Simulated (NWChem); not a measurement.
System: SnN2H4, singlet; SMILES [NH2][Sn][NH2]

Output (shortened):

```
             Northwest Computational Chemistry Package (NWChem) 7.3.0
             --------------------------------------------------------

                             Geometry "geometry" -> ""
                             -------------------------

 Output coordinates in angstroms (scale by  1.889725989 to convert to a.u.)

  No.       Tag          Charge          X              Y              Z
 ---- ---------------- ---------- -------------- -------------- --------------
    1 Sn                  50.0000     0.00000000     0.00000000    -0.37732100
    2 N                    7.0000     1.49023200     0.00000000     1.00904400
    3 H                    1.0000     2.47287400     0.00000000     0.75849800
    4 H                    1.0000     1.37242300     0.00000000     2.01751900
    5 N                    7.0000    -1.49023200     0.00000000     1.00904400
    6 H                    1.0000    -1.37242300     0.00000000     2.01751900
    7 H                    1.0000    -2.47287400     0.00000000     0.75849800

 Effective nuclear repulsion energy (a.u.)     249.4126397783

                                 NWChem DFT Module
                                 -----------------

 Summary of "ao basis" -> "ao basis" (spherical)
 ------------------------------------------------------------------------------
       Tag                 Description            Shells   Functions and Types
 ---------------- ------------------------------  ------  ---------------------
 Sn                        def2-svpd                12       32   5s4p3d
 N                         def2-svpd                 8       20   4s2p2d
 H                         def2-svpd                 4        8   2s2p

            General Information
            -------------------
          SCF calculation type: DFT
          Wavefunction type:  closed shell.
          No. of atoms     :     7
          No. of electrons :    40
           Alpha electrons :    20
            Beta electrons :    20
          Charge           :     0
          Spin multiplicity:     1
          Use of symmetry is: off; symmetry adaption is: off
          Maximum number of iterations: 150
          AO basis - number of functions:   104
                     number of shells:    44
          Convergence on energy requested:  1.00D-06
          Convergence on density requested:  1.00D-05
          Convergence on gradient requested:  5.00D-04

              XC Information
              --------------
                     Hartree-Fock (Exact) Exchange  1.000
                   CAM-Becke88 Exchange Functional  1.000
                      VWN V Correlation Functional  0.190 local
              Lee-Yang-Parr Correlation Functional  0.810

           Range-Separation Parameters
           ---------------------------
           Alpha           :  0.19
           Beta            :  0.46
           Gamma           :  0.33
           Short-Range HF  :     F

             Grid Information
             ----------------
          Grid used for XC integration:  medium
          Radial quadrature: Mura-Knowles
          Angular quadrature: Lebedev.
          Tag              B.-S. Rad. Rad. Pts. Rad. Cut. Ang. Pts.
          ---              ---------- --------- --------- ---------
          Sn                  1.45      123          10.0       590
          N                   0.65       49          11.0       434
          H                   0.35       45          12.0       434
          Grid pruning is: on
          Number of quadrature shells:   401
          Spatial weights used:  Erf1

      Superposition of Atomic Density Guess
      -------------------------------------

 Sum of atomic energies:        -359.57888622

      Non-variational initial energy
      ------------------------------

 Total energy =    -324.648620
 1-e energy   =    -775.480754
 2-e energy   =     324.960916
 HOMO         =      -0.279730
 LUMO         =      -0.027490

   convergence    iter        energy       DeltaE   RMS-Dens  Diis-err
 ---------------- ----- ----------------- --------- --------- ---------
 d= 0,ls=0.0,diis     1   -326.0218873048 -4.52D+02  1.49D-02  5.61D-01
 d= 0,ls=0.0,diis     2   -325.9920434700  2.98D-02  5.92D-03  9.12D-01
 d= 0,ls=0.0,diis     3   -326.0971015116 -1.05D-01  8.83D-04  6.53D-03
 d= 0,ls=0.0,diis     4   -326.0979101938 -8.09D-04  1.82D-04  9.91D-05
 d= 0,ls=0.0,diis     5   -326.0979260600 -1.59D-05  6.14D-05  1.09D-05
  Resetting Diis
 d= 0,ls=0.0,diis     6   -326.0979278810 -1.82D-06  1.65D-05  3.69D-07
 d= 0,ls=0.0,diis     7   -326.0979279779 -9.69D-08  2.95D-06  8.78D-09

         Total DFT energy =     -326.097927977919
      One electron energy =     -778.752208957535
           Coulomb energy =      360.080442124565
    Exchange-Corr. energy =      -33.297379907911
 Nuclear repulsion energy =      125.871218762962

 Numeric. integr. density =       39.999990344808

                       DFT Final Molecular Orbital Analysis
                       ------------------------------------

[...]

 DFT Linear Response polarizability / au
 Frequency  =       0.0000000 / au
              X              Y              Z
 -----------------------------------------------
 X      70.5945838     -0.0000000     -0.0000000
 Y      -0.0000000     49.3970756      0.0000001
 Z      -0.0000000      0.0000001     63.2852689
 -----------------------------------------------
 Eigenvalues =      70.5945838     49.3970756     63.2852689
 Isotropic   =      61.0923094
 Anisotropic =      18.6499645
 -----------------------------------------------

 Magnetic Dipole Response Matrix (nonzero elements):

 Exiting AOResponse driver routine
```

Level: CAM-B3LYP/def2-SVPD with def2 effective core potentials on Sn. Low-valent species are run as closed-shell singlets; no triplet was tried in these runs. All runs use the structure optimised with PBE0/def2-SVP. No frequency run checked for a minimum. def2 effective core potentials on Sn; no spin-orbit coupling.

Problem. Write an input that gives this output.

Solution. One answer among several that fit: the input that was run:
```
start job
memory heap 200 mb stack 900 mb global 1100 mb
geometry units angstroms noautosym nocenter noautoz
  Sn     0.000000     0.000000    -0.377321
  N      1.490232     0.000000     1.009044
  H      2.472874     0.000000     0.758498
  H      1.372423     0.000000     2.017519
  N     -1.490232     0.000000     1.009044
  H     -1.372423     0.000000     2.017519
  H     -2.472874     0.000000     0.758498
end
basis spherical
  * library def2-svpd
end
ecp
  Sn library def2-ecp
end
dft
  xc xcamb88 1.00 lyp 0.81 vwn_5 0.19 hfexch 1.00
  cam 0.33 cam_alpha 0.19 cam_beta 0.46
  iterations 150
end
property
  response 1 0.0
end
task dft property
```
